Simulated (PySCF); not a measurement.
RbCl, SMILES [Cl][Rb]. Atoms are numbered in the order given.

```xyz
2

Rb     0.0000     0.0000    -0.9052
Cl     0.0000     0.0000     1.9702
```

Geometry: B3LYP-D3(BJ)/def2-TZVPD. The def2 effective core potentials stand for the cores of Rb; spin–orbit coupling is left out.

Method: B3LYP-D3(BJ)/def2-TZVPD (PySCF).

Frequencies are harmonic and unscaled.

```tsv
mode	ν (cm⁻¹)	IR (km/mol)	Raman (Å⁴/amu)	depolarisation	moving atoms (share of kinetic energy)
1	219	43.7	3.8	0.02	Cl 71 %, Rb 29 %
```
